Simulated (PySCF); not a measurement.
## Choosing a basis for TDDFT

Compound: C₂H₈BNO₂.
SMILES: `CN(C)B(O)O`

TDDFT with PBE0 (PySCF), vertical singlets, core orbitals frozen in the response, spherical d and f functions. The structure is a single PBE0-D3(BJ)/def2-SVP conformer in the gas phase; no vibrational or solvent corrections.

**Question.** How do the low singlets change with the basis? Take 6-31G*, 6-31+G*, def2-SVP, def2-SVPD, aug-cc-pVDZ, def2-TZVP and def2-TZVPD.

**Answer.** 

| basis | functions | diffuse | S1 (eV) | S2 (eV) | S3 (eV) | S4 (eV) | S5 (eV) | LUMO (eV) | α (au) |
| --- | --- | --- | --- | --- | --- | --- | --- | --- | --- |
| 6-31G* | 100 | no | 6.60 | 8.06 | 8.31 | 8.38 | 8.66 | 1.76 | 46.0 |
| 6-31+G* | 124 | yes | 4.99 | 5.85 | 6.24 | 6.49 | 6.91 | -0.38 | 52.3 |
| def2-SVP | 124 | no | 6.15 | 7.18 | 7.94 | 8.02 | 8.26 | 1.15 | 47.4 |
| def2-SVPD | 190 | yes | 5.20 | 6.33 | 6.84 | 7.41 | 7.46 | -0.21 | 57.1 |
| aug-cc-pVDZ | 210 | yes | 4.96 | 5.60 | 6.04 | 6.17 | 6.57 | -0.47 | 58.3 |
| def2-TZVP | 234 | no | 5.65 | 6.60 | 7.37 | 7.63 | 7.85 | 0.41 | 54.5 |
| def2-TZVPD | 300 | yes | 5.07 | 5.91 | 6.37 | 6.95 | 6.99 | -0.36 | 58.1 |

States are compared by their number. Against the largest diffuse basis here (def2-TZVPD, itself not a converged limit), sets without diffuse functions differ by up to 1.53 eV in S1 and 1.67 eV in S5; the smaller diffuse sets differ by up to 0.13 and 0.48 eV. Every set without diffuse functions puts S1 more than 0.3 eV higher, so even the lowest state needs them here. State by state, the largest deviation of a set without diffuse functions is S1 1.53, S2 2.15, S3 1.94, S4 1.43, S5 1.67 eV. The same number needn't mean the same state in each row. Against def2-TZVPD the polarisability deviates by -21% in 6-31G*, -10% in 6-31+G*, -18% in def2-SVP, -2% in def2-SVPD, 0% in aug-cc-pVDZ, -6% in def2-TZVP. A single + in a Pople set puts diffuse functions on heavy atoms only.

Without π bonds the low states may be Rydberg-like; a valence basis with one diffuse set may place them up to an eV too high.
